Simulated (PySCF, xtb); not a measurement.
C₂H₇NSi₂, SMILES [SiH3][C@H]1N=C[SiH2]1.

Harmonic wavenumbers (cm⁻¹) from GFN2-xTB in xtb at its own minimum, in rising order: 104, 136, 155, 294, 427, 471, 494, 525, 577, 589, 666, 736, 760, 771, 789, 793, 816, 877, 1010, 1053, 1154, 1196, 1605, 2230, 2246, 2270, 2279, 2286, 2919, 3032.

Question: What does PBE-D3(BJ)/def2-SVP in PySCF give at its own minimum? (The exact figures need the calculation; the answer reports its results.)

Answer: 116, 149, 154, 262, 465, 502, 520, 583, 619, 658, 738, 761, 804, 865, 883, 905, 908, 913, 944, 1009, 1144, 1219, 1548, 2130, 2151, 2159, 2169, 2175, 2999, 3061. Paired by order, the mean absolute difference is 58 cm⁻¹ and the zero-point energies are 47.6 and 47.9 kcal/mol.
